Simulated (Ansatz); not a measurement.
ClH3NOSi (`[NH][SiH](O)Cl`) radical, relaxed with UKS PBE0-D4/def2-TZVP in the Gaussian-basis code of Ansatz from a PBE-D4/def2-SVP geometry. The force threshold is 0.005 eV/Å; the program also tests the step.

Total charge 0; spin multiplicity 2.

Start:

```xyz
7

N     1.220   -0.481   -0.638
Si   -0.122    0.321    0.160
O    -0.932   -0.780    1.107
Cl   -1.262    0.951   -1.476
H     1.995    0.156   -0.907
H     0.131    1.494    1.050
H    -1.032   -1.662    0.705
```

| step | energy (eV) | largest force (eV/Å) | largest move (Å) |
| --- | --- | --- | --- |
| 1 | -23978.6288 | 0.835 | 0.000 |
| 2 | -23978.6744 | 0.589 | 0.031 |
| 3 | -23978.6848 | 0.113 | 0.020 |
| 4 | -23978.6869 | 0.120 | 0.041 |
| 5 | -23978.6875 | 0.047 | 0.027 |
| 6 | -23978.6877 | 0.011 | 0.012 |
| 7 (rejected) | -23978.6876 | 0.036 | 0.004 |
| 8 | -23978.6877 | 0.002 | 0.002 |

End:

```xyz
7

N     1.254   -0.459   -0.580
Si   -0.124    0.303    0.156
O    -0.927   -0.770    1.073
Cl   -1.243    0.929   -1.451
H     1.957    0.188   -0.943
H     0.154    1.458    1.029
H    -1.072   -1.649    0.715
```

Hardware: 4 threads of a server CPU on a shared host. Wall time 25 s, peak host memory 0.44 GiB.
